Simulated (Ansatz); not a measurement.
CH₅ISn⁻, that is SnH2MeI with one electron more. Total charge -1; doublet. Geometry PBE0-D4/def2-SVP, that of the neutral singlet; atoms count from 1.

```csv
atom,x (Å),y (Å),z (Å)
Sn1,-0.914,-0.278,0.058
H2,-1.463,-0.793,1.595
H3,-1.483,-1.310,-1.185
C4,1.207,0.021,-0.012
H5,1.724,-0.924,0.210
H6,1.492,0.777,0.731
H7,1.493,0.369,-1.013
I8,-2.056,2.138,-0.383
```

In the def2 sets I, Sn take a core potential; there is no spin–orbit coupling. The highest occupied level of the charge -1 doublet lies above zero (up to 1.45 eV). By energy differences it is unbound by 0.18 eV (vertical, to the charge 0 singlet, at PBE0-D4/def2-TZVPD) and held by the finite basis.

**Question.** Estimate the Mulliken populations from the PBE0/def2-TZVPD orbitals of Ansatz.

**Answer.** 
| atom | charge (e) | spin (α − β) |
| --- | --- | --- |
| Sn1 | 0.08 | 0.57 |
| H2 | -0.07 | 0.03 |
| H3 | -0.07 | 0.03 |
| C4 | -0.78 | -0.03 |
| H5 | 0.25 | -0.02 |
| H6 | 0.19 | 0.00 |
| H7 | 0.18 | 0.00 |
| I8 | -0.77 | 0.44 |
Mulliken values and Mayer orders depend strongly on the basis. With diffuse functions, as here, like atoms can get unlike values, and bond orders can come out too low or too high.

**Question.** Where does the spin sit?

**Answer.** Summed by element: Sn 0.57, H 0.03, C -0.03, I 0.44, of 1 unpaired in all. Largest on single atoms: Sn1 0.57, I8 0.44, C4 -0.03.

**Question.** And the Mayer bond orders between bonded heavy atoms (over 0.3)?

**Answer.** Sn1–C4 0.82 (2.14 Å); Sn1–I8 0.94 (2.71 Å).
